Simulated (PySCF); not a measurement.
C2H5ClGeO, SMILES [GeH]1([CH2]O[CH2]1)[Cl]. Heavy atoms are numbered as in [Cl:1][GeH:2]1[CH2:3][O:4][CH2:5]1. Hydrogens are named by the atom that carries them.

Coordinates come from a B3LYP-D3(BJ)/def2-SVP optimisation. This is a generated structure with no PubChem entry under its InChIKey; it may be hypothetical.

Computed with PBE/def2-TZVP (PySCF).

Atomic charges (e), one atom of each kind:

| atom | Löwdin | IAO | Mulliken |
|---|---|---|---|
| Cl1 | 0.07 | -0.30 | -0.30 |
| Ge2 (GeH) | 0.25 | 0.72 | 0.39 |
| C3 (CH2) | -0.45 | -0.29 | -0.17 |
| O4 | 0.15 | -0.37 | -0.22 |
| H on Ge2 | -0.05 | -0.07 | 0.02 |
| H on C3 | 0.12 | 0.16 | 0.12 |
